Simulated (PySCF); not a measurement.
**How the method changes the constants of SiAs**

State: ²Π (doublet), unpaired electrons π ↑. Set-up: basis Si def2-TZVPPD, As def2-TZVPPD; no relativity; PySCF 2.14. De refers to Si + As in their high-spin ground configurations, without counterpoise correction. The functionals are run spin-unrestricted. A positive dipole means Si(−)As(+).

```json
{"Level": "ROHF", "Re (Å)": "2.150", "ωe (cm⁻¹)": "549", "De (eV)": "1.19", "μ (D)": "-1.04"}
{"Level": "ROHF-MP2", "Re (Å)": "2.177", "ωe (cm⁻¹)": "506", "De (eV)": "3.10", "μ (D)": "n/a"}
{"Level": "ROHF-SCS-MP2", "Re (Å)": "2.178", "ωe (cm⁻¹)": "505", "De (eV)": "3.10", "μ (D)": "n/a"}
{"Level": "ROHF-CCSD", "Re (Å)": "2.174", "ωe (cm⁻¹)": "510", "De (eV)": "2.88", "μ (D)": "n/a"}
{"Level": "ROHF-CCSD(T)", "Re (Å)": "2.190", "ωe (cm⁻¹)": "489", "De (eV)": "3.13", "μ (D)": "n/a"}
{"Level": "PBE", "Re (Å)": "2.200", "ωe (cm⁻¹)": "478", "De (eV)": "3.66", "μ (D)": "-0.48"}
{"Level": "PBEsol", "Re (Å)": "2.189", "ωe (cm⁻¹)": "485", "De (eV)": "3.91", "μ (D)": "-0.49"}
{"Level": "BLYP", "Re (Å)": "2.213", "ωe (cm⁻¹)": "463", "De (eV)": "3.65", "μ (D)": "-0.58"}
{"Level": "r²SCAN", "Re (Å)": "2.179", "ωe (cm⁻¹)": "499", "De (eV)": "3.44", "μ (D)": "-0.53"}
{"Level": "PBE0", "Re (Å)": "2.172", "ωe (cm⁻¹)": "510", "De (eV)": "3.35", "μ (D)": "-0.60"}
{"Level": "M06", "Re (Å)": "2.174", "ωe (cm⁻¹)": "504", "De (eV)": "3.70", "μ (D)": "-0.60"}
{"Level": "MN15", "Re (Å)": "2.149", "ωe (cm⁻¹)": "525", "De (eV)": "3.38", "μ (D)": "-0.76"}
{"Level": "BHandHLYP", "Re (Å)": "2.158", "ωe (cm⁻¹)": "527", "De (eV)": "3.10", "μ (D)": "-0.83"}
{"Level": "ωB97M-V", "Re (Å)": "2.154", "ωe (cm⁻¹)": "532", "De (eV)": "3.45", "μ (D)": "-0.89"}
```

The bond length runs from 2.149 Å (MN15) to 2.213 Å (BLYP). De spans 1.19 eV (ROHF, mean field) to 3.91 eV (PBEsol, GGA). Correlation at CCSD(T) changes the Hartree–Fock bond energy by +1.94 eV; the triples alone change it by +0.25 eV.

Correlated steps freeze 14 core orbitals. Spin–orbit coupling is left out. The state is the lowest determinant that a PBE0 search found; another state may lie lower at other levels.

The whole job (state search and all levels along the bond) took about 16 min on 2 threads of Intel Xeon Platinum 8375C @ 2.90GHz (shared host), peak memory 4.6 GiB.
